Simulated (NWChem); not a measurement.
Species: C2H3F3Si; SMILES F[SiH2]C=C(F)F

```xyz
9

F     -0.3063     2.3542    -0.8875
Si     0.4373     1.3955     0.1981
C     -0.5047    -0.1815     0.4130
C     -0.1994    -1.3274    -0.1920
F     -0.8461    -2.4530    -0.0458
F      0.7980    -1.5021    -1.0204
H      0.4531     2.1339     1.4888
H      1.8093     1.1230    -0.3029
H     -1.3805    -0.2261     1.0658
```
Atoms are numbered in this order, from 1.

Geometry: optimised at PBE0/def2-SVP.

 Unshifted, non-relativistic core excitations; the lowest 4 roots alone, so stronger bands may lie above.

Question: List the first Si K-edge excitations from PBE0/6-311G** (spherical d), restricted-window TDA (NWChem).

Answer: 
```json
[
 {"state": "S1", "energy (eV)": "1800.8", "dipole oscillator strength": "0.0025", "leading excitation (squared amplitude)": "1s of atom 2 or its equivalents → LUMO (0.95)"},
 {"state": "S2", "energy (eV)": "1802.9", "dipole oscillator strength": "0.0022", "leading excitation (squared amplitude)": "1s of atom 2 or its equivalents → LUMO+1 (0.89)"},
 {"state": "S3", "energy (eV)": "1803.3", "dipole oscillator strength": "0.0032", "leading excitation (squared amplitude)": "1s of atom 2 or its equivalents → LUMO+3 (0.69)"},
 {"state": "S4", "energy (eV)": "1803.4", "dipole oscillator strength": "0.0014", "leading excitation (squared amplitude)": "1s of atom 2 or its equivalents → LUMO+2 (0.82)"}
]
```
